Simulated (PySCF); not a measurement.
C₃H₇NOSi. Atoms are numbered in the order given.

```xyz
13

C      1.3129    -0.9635    -0.3056
C      1.5556     0.2443     0.2210
O      0.6242     1.1599     0.6056
Si    -0.9678     0.9481     0.0889
N     -1.1336    -0.7545    -0.0695
C     -0.0388    -1.5955    -0.5359
H      2.1836    -1.5666    -0.5787
H      2.5802     0.5974     0.3814
H     -1.1092     1.7389    -1.1692
H     -1.9131     1.4758     1.1063
H     -2.0324    -1.2167    -0.0143
H     -0.1360    -1.8519    -1.6117
H     -0.0605    -2.5592     0.0065
```
Charge 0, spin multiplicity 1.

Geometry: ωB97X-D3(BJ)/def2-SVP. The structure was generated by enumeration, and PubChem lists no compound with its InChIKey, so it may never have been made. One conformer was computed; it need not be the lowest.

The numbers are results of CAM-B3LYP/def2-TZVP run with PySCF, not measurements.

Gas-phase values at a fixed geometry.

```yaml
total_energy: -538.03375 hartree
highest_occupied_level: -7.75 eV
lowest_empty_level: 1.43 eV
orbital_gap: 9.18 eV
dipole_moment: 1.93 D
quadrupole, principal values (traceless, Buckingham form, about the centre of nuclear charge): -5.96, -0.08, 6.04 D·Å
mean_static_polarisability: 66.0 bohr³ (9.79 Å³)
polarisability_principal_values: 52.6, 66.3, 79.2 bohr³
```
